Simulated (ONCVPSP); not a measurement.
**What one change does to a pseudopotential (nickel (Ni), ONCV)**

Ni, optimised norm-conserving Vanderbilt (ONCV), made with ONCVPSP 4.0.1 (LDA (Perdew-Wang 92), scalar-relativistic). Core [Ne], reference 3s2 3p6 3d8 (charge +2). Waves: 3s: rc 1.20 bohr, ncon 4, nbas 8, qcut 8.5 1/bohr, 1 projector; 3p: rc 1.00 bohr, ncon 3, nbas 6, qcut 14.7 1/bohr, 2 projectors, debl 1.2 Ha; 3d: rc 1.30 bohr, ncon 5, nbas 9, qcut 11.1 1/bohr, 2 projectors, debl 0.3 Ha. Local part: polynomial inside 0.80 bohr (lpopt 5, dvloc0 0 Ha). Core correction: none.

In the p channel the program set the typed energies aside and used -3.346, 0.250 Ha. In the d channel the program set the typed energies aside and used -1.055, 0.250 Ha.

Change: functional Wu-Cohen; d: rc 1, qcut 14.4. In the p channel the program set the typed energies aside and used -3.344, 0.250 Ha. In the d channel the program set the typed energies aside and used -1.043, 0.250 Ha.

Cutoffs: the cutoffs (Ha) at which the residual kinetic energy of the hardest occupied pseudo-wave falls to 1 and 0.1 mHa per electron; they do not see the model core or the augmentation charge, which bear on the density cutoff. Errors are all-electron minus pseudo energies relative to the spin-unpolarised reference configuration.

**Question.** What does the change do?

**Answer.** The potential gets harder (57 Ha and 110 Ha → 93 Ha and 123 Ha); of the 4 tests that both files solve, the error grows in 0 and shrinks in 1 by more than 15 % and 0.3 meV (median size 1017.7 → 1040.8 meV); neither file shows a bound ghost.

| quantity | base | changed |
| --- | --- | --- |
| cutoff, loose | 57 Ha | 93 Ha |
| cutoff, tight | 110 Ha | 123 Ha |
| loose cutoff by channel | s 28 Ha, p 40 Ha, d 57 Ha | s 28 Ha, p 40 Ha, d 93 Ha |
| bound ghosts | none | none |
| GHOST(+) flags under 300 eV | none | none |
| error for 3s2 3p6 3d8 4s2, meV [ΔE -27.25 → -26.61 eV] | +1350 | +1377 |
| error for 3s2 3p6 3d8 4s1, meV [ΔE -17.65 → -17.25 eV] | +879 | +898 |
| error for 3s2 3p6 3d7, meV [ΔE 37.80 → 37.47 eV] | +29 | +6.3 |
| error for 3s2 3p6 3d8 4s1.5, meV [ΔE -23.41 → -22.87 eV] | +1156 | +1184 |
| s: phases at 1.22 bohr within 0.05 rad from the reference energy up to (Ha; the scan ends near 5) | -1.6 | -1.6 |
| p: phases at 1.01 bohr within 0.05 rad from the reference energy up to (Ha; the scan ends near 5) | to the end of the scan | to the end of the scan |
